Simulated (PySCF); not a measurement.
## Bond length, frequency and bond energy of TlSe by level of theory

State: ²Π (doublet), unpaired electrons π ↑. Set-up: basis Tl cc-pVDZ-PP with ECP60, Se cc-pVDZ-PP with ECP10; scalar-relativistic core potentials; PySCF 2.14. De refers to Tl + Se in their high-spin ground configurations, without counterpoise correction. The functionals are run spin-unrestricted. A positive dipole means Tl(−)Se(+).

```json
{"Level": "UHF", "Re (Å)": "2.762", "ωe (cm⁻¹)": "169", "De (eV)": "1.59", "μ (D)": "-4.37"}
{"Level": "UHF-MP2", "Re (Å)": "2.725", "ωe (cm⁻¹)": "179", "De (eV)": "2.42", "μ (D)": "n/a"}
{"Level": "UHF-SCS-MP2", "Re (Å)": "2.741", "ωe (cm⁻¹)": "176", "De (eV)": "2.34", "μ (D)": "n/a"}
{"Level": "UHF-CCSD", "Re (Å)": "2.741", "ωe (cm⁻¹)": "175", "De (eV)": "2.29", "μ (D)": "n/a"}
{"Level": "UHF-CCSD(T)", "Re (Å)": "2.743", "ωe (cm⁻¹)": "175", "De (eV)": "2.37", "μ (D)": "n/a"}
{"Level": "PBE", "Re (Å)": "2.755", "ωe (cm⁻¹)": "169", "De (eV)": "2.95", "μ (D)": "-3.30"}
{"Level": "r²SCAN", "Re (Å)": "2.731", "ωe (cm⁻¹)": "175", "De (eV)": "2.87", "μ (D)": "-3.50"}
{"Level": "PBE0", "Re (Å)": "2.729", "ωe (cm⁻¹)": "175", "De (eV)": "2.79", "μ (D)": "-3.60"}
{"Level": "B97-3", "Re (Å)": "2.758", "ωe (cm⁻¹)": "169", "De (eV)": "2.82", "μ (D)": "-3.91"}
{"Level": "BHandHLYP", "Re (Å)": "2.737", "ωe (cm⁻¹)": "175", "De (eV)": "2.57", "μ (D)": "-3.82"}
{"Level": "CAM-B3LYP", "Re (Å)": "2.723", "ωe (cm⁻¹)": "177", "De (eV)": "2.68", "μ (D)": "-3.60"}
{"Level": "B2PLYP", "Re (Å)": "2.744", "ωe (cm⁻¹)": "173", "De (eV)": "2.65", "μ (D)": "-3.87"}
```

The bond length runs from 2.723 Å (CAM-B3LYP) to 2.762 Å (UHF). De spans 1.59 eV (UHF, mean field) to 2.95 eV (PBE, GGA). Correlation at CCSD(T) changes the Hartree–Fock bond energy by +0.78 eV; the triples alone change it by +0.08 eV.

Correlated steps freeze 8 core orbitals. Correlated levels converge slowly with the basis: in double zeta they bind strong bonds too weakly, by up to about 1 eV, and carry superposition errors of some tenths. Spin–orbit coupling is left out, which matters for elements this heavy, above all for dissociation energies. B2PLYP dipoles, levels and charges come from its SCF part alone. The state is the lowest determinant that a PBE0 search found; another state may lie lower at other levels.
